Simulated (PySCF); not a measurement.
Compound: C₂ClF₃O₂S.
Geometry (GFN2-xTB, Å), atoms numbered from 1 in this order:
```xyz
9
C2ClF3O2S angstrom
O     -1.1308    1.6417    0.3709
S     -1.2298    0.2265    0.3658
O     -1.9705   -0.4519    1.3647
Cl    -1.9162   -0.3478   -1.4416
C      0.4425   -0.4715    0.3147
F      0.6022   -1.5626    1.0466
C      1.3990    0.0990   -0.4026
F      2.6496   -0.2909   -0.5101
F      1.1676    1.1635   -1.1335
```

The calculation used TDDFT B3LYP/def2-SVPD, vertical, gas phase, core orbitals frozen in the response (PySCF).

Frontier orbitals with the atoms that hold most of them (Löwdin shares over 4%, at most four atoms; ? is withheld):

```json
{"orbital": "LUMO+2", "ε (eV)": "-0.80", "atoms": "C5 22%, C7 16%, S2 16%, F6 14%"}
{"orbital": "LUMO+1", "ε (eV)": "-1.48", "atoms": "C7 23%, C5 22%, S2 14%, Cl4 13%"}
{"orbital": "LUMO", "ε (eV)": "?", "atoms": "?"}
{"orbital": "HOMO", "ε (eV)": "-8.69", "atoms": "?"}
{"orbital": "HOMO-1", "ε (eV)": "-9.47", "atoms": "Cl4 45%, O1 27%, O3 26%"}
{"orbital": "HOMO-2", "ε (eV)": "-10.20", "atoms": "O1 39%, Cl4 18%, S2 11%, C5 10%"}
{"orbital": "HOMO-3", "ε (eV)": "-10.34", "atoms": "Cl4 40%, O3 33%, O1 13%, S2 8%"}
```

Task: Which atoms hold the HOMO, and with what shares?

Result: C5 (bonded to C, F and S) 30%; C7 (bonded to C and 2 F) 23%; F6 (bonded to C) 14%; Cl4 (bonded to S) 10%. By element: carbon 53%, fluorine 14% or more, chlorine 10%.

Task: Which atoms hold the LUMO, and with what shares?

Result: Cl4 (bonded to S) 36%; S2 (bonded to C, Cl and 2 O) 23%; C5 (bonded to C, F and S) 10%; C7 (bonded to C and 2 F) 9%. By element: chlorine 36%, sulfur 23%, carbon 18%.

Task: What is the LUMO energy, and the HOMO–LUMO gap?

Result: ε(LUMO) = -2.63 eV; the gap is 6.06 eV (0.2228 hartree).

Task: How does S1 compare with the orbital gap of 6.06 eV?

Result: S1 is at 5.19 eV (f = 0.030), 0.88 eV below the gap, made of HOMO→LUMO (90%). Without the coupling terms of the response equations the lowest excitation would equal the gap.

Task: Give energy, strength and leading configuration of S1, S2 and S7, and follow the Löwdin shares of the leading atoms from the occupied to the empty orbital.

Result: 
- S1 (5.19 eV, f 0.030), HOMO→LUMO (90%): C5 30% → 10%, C7 23% → 9%, Cl4 10% → 36%, S2 at most 10% → 23%
- S2 (5.65 eV, f 0.0042), HOMO-1→LUMO (96%): Cl4 45% → 36%, O1 27% → at most 9%, S2 at most 3% → 23%
- S7 (6.92 eV, f 0.0006), HOMO-1→LUMO+1 (96%): Cl4 45% → 13%, O1 27% → at most 13%, C7 at most 3% → 23%, C5 at most 3% → 22%

One conformer stands for the species.
